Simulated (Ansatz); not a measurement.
Nudged elastic band run: BFH4SSi

input.yaml

```yaml
crystal:
  periodic: [false, false, false]
  atoms:
    - { symbol: F, position_ang: [-1.402811, -1.49443, 0.510451] }
    - { symbol: B, position_ang: [-0.790189, -0.434921, 1.048011] }
    - { symbol: Si, position_ang: [0.234579, 0.779086, -0.233752] }
    - { symbol: S, position_ang: [1.723006, -0.461166, -1.230818] }
    - { symbol: H, position_ang: [-0.868858, -0.307962, 2.248925] }
    - { symbol: H, position_ang: [-0.685551, 1.442256, -1.225977] }
    - { symbol: H, position_ang: [1.040292, 1.845673, 0.442318] }
    - { symbol: H, position_ang: [0.841732, -1.425637, -1.614958] }
basis:
  gaussian: { orbitals: "6-31G*" }
hamiltonian:
  xc: pbe
  dispersion: d4
neb:
  order_check: false
  images: 2
  f_tol: 0.05
  max_iterations: 60
  climbing: false
  final_atoms:
    - { symbol: F, position_ang: [-1.61419187, -1.36864164, 0.49352937] }
    - { symbol: B, position_ang: [-0.97732692, -0.22765722, 0.85232776] }
    - { symbol: Si, position_ang: [0.7774292, 0.31564402, 0.10652612] }
    - { symbol: S, position_ang: [1.61296137, -0.12623246, -1.82051466] }
    - { symbol: H, position_ang: [-1.20221073, 0.32824045, 1.90228494] }
    - { symbol: H, position_ang: [-0.96205101, 0.71299881, -0.11411113] }
    - { symbol: H, position_ang: [1.10512689, 1.7696735, 0.30047307] }
    - { symbol: H, position_ang: [1.35246308, -1.46112645, -1.77631546] }
  initial_path:
    images:
      - { positions_ang: [[-1.402811, -1.49443, 0.510451], [-0.790189, -0.434921, 1.048011], [0.234579, 0.779086, -0.233752], [1.723006, -0.461166, -1.230818], [-0.868858, -0.307962, 2.248925], [-0.685551, 1.442256, -1.225977], [1.040292, 1.845673, 0.442318], [0.841732, -1.425637, -1.614958]] }
      - { positions_ang: [[-1.48392699, -1.4041261, 0.37904031], [-0.79323028, -0.28830977, 0.89410762], [0.32840087, 0.77414079, -0.32260814], [1.87271915, -0.53224979, -1.18219755], [-0.87388536, -0.05069401, 2.04320571], [-0.94059921, 0.9798996, -0.56277306], [1.08470448, 1.8333401, 0.42930324], [0.89801733, -1.36910181, -1.73387814]] }
      - { positions_ang: [[-1.55438728, -1.36219664, 0.37339977], [-0.85560959, -0.21922184, 0.82887988], [0.50935094, 0.61966013, -0.2091821], [1.8360376, -0.42060528, -1.3787631], [-0.98500293, 0.16137347, 1.92765902], [-1.03276588, 0.73681386, -0.1921511], [1.10631611, 1.80800693, 0.3820216], [1.06826103, -1.38093163, -1.78766396]] }
      - { positions_ang: [[-1.61419187, -1.36864164, 0.49352937], [-0.97732692, -0.22765722, 0.85232776], [0.7774292, 0.31564402, 0.10652612], [1.61296137, -0.12623246, -1.82051466], [-1.20221073, 0.32824045, 1.90228494], [-0.96205101, 0.71299881, -0.11411113], [1.10512689, 1.7696735, 0.30047307], [1.35246308, -1.46112645, -1.77631546]] }
```

Command:

```bash
$ ansatz run input.yaml --threads 1 --pin off --max-ram 2048MiB --backend cpu --events-out ev --progress --plain --runs-dir out
```

Output, in part (warnings, iteration lines, the closing report on the highest movable image, with atoms numbered from 0):

```
NEB end point (image 0): max|allowed force component| = 1.726e-2 eV/Å (the criterion of neb.relax_end_points is 1.000e-2)
NEB end point (image 3): max|allowed force component| = 1.405e-2 eV/Å (the criterion of neb.relax_end_points is 1.000e-2)
NEB iter   1: max|band force component| = 4.787e0 eV/Å  barrier→ = 1.8366 eV  barrier← = 1.4059 eV  Δτ_max = 0.1986 Å  (106 SCF iters)
NEB iter   2: max|band force component| = 1.697e0 eV/Å  barrier→ = 0.8525 eV  barrier← = 0.4218 eV  Δτ_max = 0.2000 Å  (65 SCF iters)
NEB iter   3: max|band force component| = 7.743e-1 eV/Å  barrier→ = 0.5911 eV  barrier← = 0.1603 eV  Δτ_max = 0.1038 Å  (65 SCF iters)
NEB iter   4: max|band force component| = 5.402e-1 eV/Å  barrier→ = 0.5591 eV  barrier← = 0.1284 eV  Δτ_max = 0.1973 Å  (55 SCF iters)
NEB iter   5: max|band force component| = 2.576e-1 eV/Å  barrier→ = 0.5488 eV  barrier← = 0.1180 eV  Δτ_max = 0.1384 Å  (61 SCF iters)
NEB iter   6: max|band force component| = 2.858e-1 eV/Å  barrier→ = 0.5530 eV  barrier← = 0.1223 eV  Δτ_max = 0.0696 Å  (55 SCF iters)
NEB iter   7: max|band force component| = 4.726e-1 eV/Å  barrier→ = 0.5254 eV  barrier← = 0.0946 eV  Δτ_max = 0.0351 Å  (55 SCF iters)
NEB iter   8: max|band force component| = 2.827e-1 eV/Å  barrier→ = 0.4938 eV  barrier← = 0.0631 eV  Δτ_max = 0.0702 Å  (55 SCF iters)
NEB iter   9: max|band force component| = 2.690e-1 eV/Å  barrier→ = 0.4362 eV  barrier← = 0.0055 eV  Δτ_max = 0.0698 Å  (54 SCF iters)
NEB iter  10: max|band force component| = 2.549e-1 eV/Å  barrier→ = 0.4307 eV  barrier← = 0.0000 eV  Δτ_max = 0.0696 Å  (54 SCF iters)
NEB iter  11: max|band force component| = 2.224e-1 eV/Å  barrier→ = 0.4307 eV  barrier← = 0.0000 eV  Δτ_max = 0.0699 Å  (55 SCF iters)
NEB iter  12: max|band force component| = 1.788e-1 eV/Å  barrier→ = 0.4307 eV  barrier← = 0.0000 eV  Δτ_max = 0.0700 Å  (54 SCF iters)
NEB iter  13: max|band force component| = 1.219e-1 eV/Å  barrier→ = 0.4307 eV  barrier← = 0.0000 eV  Δτ_max = 0.0700 Å  (55 SCF iters)
NEB iter  14: max|band force component| = 1.118e-1 eV/Å  barrier→ = 0.4307 eV  barrier← = 0.0000 eV  Δτ_max = 0.0331 Å  (54 SCF iters)
NEB iter  15: max|band force component| = 1.516e-1 eV/Å  barrier→ = 0.4307 eV  barrier← = 0.0000 eV  Δτ_max = 0.0166 Å  (55 SCF iters)
NEB iter  16: max|band force component| = 3.139e-2 eV/Å  barrier→ = 0.4307 eV  barrier← = 0.0000 eV  Δτ_max = 0.0000 Å  (107 SCF iters)
Total energy: -22158.61575632 eV, -814.3141093956 hartree
Atom 0 at    -1.614192    -1.368642     0.493529 Å, force     0.001257     0.003625    -0.000645 eV/Å
Atom 1 at    -0.977327    -0.227657     0.852328 Å, force     0.000298     0.000170     0.003158 eV/Å
Atom 2 at     0.777429     0.315644     0.106526 Å, force     0.000484     0.001357     0.007840 eV/Å
Atom 3 at     1.612961    -0.126232    -1.820515 Å, force     0.007159     0.013037    -0.010343 eV/Å
Atom 4 at    -1.202211     0.328240     1.902285 Å, force    -0.002438    -0.000911    -0.001804 eV/Å
Atom 5 at    -0.962051     0.712999    -0.114111 Å, force    -0.002463    -0.003000     0.000445 eV/Å
Atom 6 at     1.105127     1.769673     0.300473 Å, force    -0.000120    -0.000233     0.000041 eV/Å
Atom 7 at     1.352463    -1.461126    -1.776315 Å, force    -0.004177    -0.014045     0.001306 eV/Å
Dipole moment:     0.213414     0.023648    -0.038377 e Å
```

The forces met the threshold. The highest image is an end point: on this band no image between the ends rises above it. So few images can step over the top or miss a turn of the path.

Final band:

| image | path coordinate (Å) | energy (kcal/mol) |
| --- | --- | --- |
| 0 | 0.00 | 0.0 |
| 1 | 0.82 | 0.9 |
| 2 | 1.64 | 7.9 |
| 3 | 2.46 | 9.9 |

Time of the run: 2 min on 1 thread of Arm Neoverse N1 (shared host), peak memory 0.15 GiB.
